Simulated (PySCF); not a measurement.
C₆H₁₀ClO (doublet state).
Cartesian coordinates in Å at the GFN2-xTB level; atoms count from 1:
```
atom  x, y, z in Å
O1     0.003    2.401   -0.779
C2     0.040    0.998   -0.627
C3    -1.307    0.555   -0.061
C4    -1.359   -0.967    0.071
C5    -0.159   -1.520    0.736
C6     1.131   -0.935    0.556
Cl7    1.871   -1.718   -1.070
C8     1.156    0.562    0.329
H9     0.856    2.701   -1.111
H10    0.201    0.517   -1.605
H11   -1.440    1.023    0.916
H12   -2.104    0.911   -0.714
H13   -1.431   -1.403   -0.936
H14   -2.260   -1.273    0.608
H15   -0.225   -2.505    1.171
H16    1.879   -1.265    1.274
H17    2.131    0.865   -0.060
H18    1.006    1.059    1.292
```

The hyperfine couplings belong to this conformer and change with its torsions.

As a line formula: `O[C@@H]1CC[CH][C@@H](Cl)C1` [radical].

Method: UKS B3LYP, pcH-1 on C Cl H O, non-relativistic, mean-field spin-orbit, GIAO in PySCF. One conformer (not necessarily the lowest) at the GFN2-xTB geometry, without solvent, vibrations or thermal averaging. Couplings are sensitive to structure, and on GFN2-xTB geometries they can be far from those on DFT ones. Stability of the SCF solution: not tested.

**Question.** The isotropic 13C couplings are +80.5, -26.1, +12.3, +10.3, +5.1, -1.7 MHz. Assign them to C2; C3; C4; C5; C6; C8.

**Answer.** 
| site | a_iso (MHz) | ρ(0) (bohr⁻³) | position | distance from C5 (Å) | spin population | largest \|T\| (MHz) |
| --- | --- | --- | --- | --- | --- | --- |
| C2 | -1.7 | -0.0015 | 3 bonds from C5 | 2.87 | 0.00 | 1.1 |
| C3 | +12.3 | +0.0109 | 2 bonds from C5 | 2.50 | +0.01 | 3.0 |
| C4 | -26.1 | -0.0232 | 1 bond from C5 | 1.48 | -0.07 | 2.2 |
| C5 | +80.5 | +0.0717 | largest spin population | 0.00 | +0.88 | 142.6 |
| C6 | +10.3 | +0.0092 | 1 bond from C5 | 1.43 | -0.06 | 4.6 |
| C8 | +5.1 | +0.0045 | 2 bonds from C5 | 2.50 | 0.00 | 2.2 |

ρ(0) is the spin density at the nucleus and T the dipolar tensor; a_iso includes a spin–orbit part. The largest Mulliken spin populations are on C5 (+0.88), Cl7 (+0.19), C4 (-0.07) and H13 (+0.06). The positive populations add up to 1.17 and the negative ones to -0.17, together 2S = 1. The angles at C5 add up to 358.5°, so it is nearly planar; its axial dipolar tensor and the negative coupling of its proton fit spin in a p orbital normal to that plane.
